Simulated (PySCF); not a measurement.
CH4ClFOSi2, SMILES O=C([SiH3])[Si@@H](F)Cl.

Geometry: TPSSh-D3(BJ)/def2-SVP. The structure was generated by enumeration; whether it is a known compound was not checked. Other conformers were not sampled.

Computed with TDDFT-PBE/def2-SVPD in PySCF.

Vertical excitations. The molecule is in vacuum.

```json
[
 {"state": "S1", "energy (eV)": "2.31", "λ (nm)": "536", "f": "0.000", "main pairs": "HOMO→LUMO 100 %"},
 {"state": "S2", "energy (eV)": "4.78", "λ (nm)": "259", "f": "0.001", "main pairs": "HOMO−1→LUMO 98 %"},
 {"state": "S3", "energy (eV)": "4.87", "λ (nm)": "254", "f": "0.004", "main pairs": "HOMO→LUMO+1 96 %"},
 {"state": "S4", "energy (eV)": "5.03", "λ (nm)": "247", "f": "0.013", "main pairs": "HOMO−2→LUMO 92 %"},
 {"state": "S5", "energy (eV)": "5.17", "λ (nm)": "240", "f": "0.003", "main pairs": "HOMO−3→LUMO 87 %"},
 {"state": "S6", "energy (eV)": "5.24", "λ (nm)": "236", "f": "0.004", "main pairs": "HOMO→LUMO+3 62 %, HOMO→LUMO+2 23 %, HOMO−4→LUMO 14 %"},
 {"state": "S7", "energy (eV)": "5.30", "λ (nm)": "234", "f": "0.053", "main pairs": "HOMO→LUMO+2 50 %, HOMO→LUMO+3 33 %"},
 {"state": "S8", "energy (eV)": "5.48", "λ (nm)": "226", "f": "0.040", "main pairs": "HOMO−4→LUMO 57 %, HOMO→LUMO+2 13 %, HOMO−3→LUMO 10 %"},
 {"state": "S9", "energy (eV)": "5.73", "λ (nm)": "217", "f": "0.167", "main pairs": "HOMO→LUMO+4 87 %"},
 {"state": "S10", "energy (eV)": "5.89", "λ (nm)": "210", "f": "0.015", "main pairs": "HOMO−5→LUMO 95 %"},
 {"state": "T1", "energy (eV)": "1.65", "λ (nm)": "750", "f": "0", "main pairs": "HOMO→LUMO 100 %"},
 {"state": "T2", "energy (eV)": "4.62", "λ (nm)": "268", "f": "0", "main pairs": "HOMO→LUMO+1 98 %"},
 {"state": "T3", "energy (eV)": "4.69", "λ (nm)": "264", "f": "0", "main pairs": "HOMO−1→LUMO 96 %"},
 {"state": "T4", "energy (eV)": "4.81", "λ (nm)": "258", "f": "0", "main pairs": "HOMO−2→LUMO 79 %"}
]
```
Triplets are in the Tamm–Dancoff approximation, which puts them higher than full response would, so one can lie above its singlet here.
